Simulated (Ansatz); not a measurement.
Consider the substitution at a C–S bond: `CC(C)S[SiH3]` + `CN[SiH2]Cl` → `CC(C)N(C)[SiH2]Cl` + `[SiH3]S`.

Isolated molecules relaxed with PBE0-D4/def2-TZVP in Ansatz; ΔE leaves out vibrations. CBS: MP2 limit from def2 TZ/QZ plus the TZ coupled-cluster correction, frozen cores. DFT in def2-TZVPP. One conformer a species, not always the lowest.

(1) Is it downhill or uphill in electronic energy at CCSD(T)/CBS, and by how much? (Estimate.)

(2) What do these levels give: ωB97M-V, B2PLYP, r2SCAN, CCSD(T)/def2-TZVPP, MP2/def2-QZVPP, CCSD/CBS(def2)? (An estimate is asked.)

Largest T1 diagnostic among the species: 0.011.

Answers

(1) Ansatz gave: Uphill: ΔE = +12.5 kJ/mol.

(2) The calculation gave: ωB97M-V 10.3, B2PLYP 14.9, r2SCAN 15.3, CCSD(T)/def2-TZVPP 7.3, MP2/def2-QZVPP 14.3, CCSD/CBS(def2) 12.5 kJ/mol.

The D4 term adds −5.8 kJ/mol with B3LYP and −3.9 kJ/mol with PBE0; it sums over pairs of atoms, weighted by their polarisabilities, and B3LYP, whose exchange is more repulsive, gets the larger term. In def2-TZVPP, CCSD(T) changes the Hartree–Fock value by −8.1 kJ/mol (the triples alone add −0.0 kJ/mol) and MP2 by −4.2 kJ/mol.

B3LYP here is the variant with VWN-RPA as its local correlation; programs differ in this.
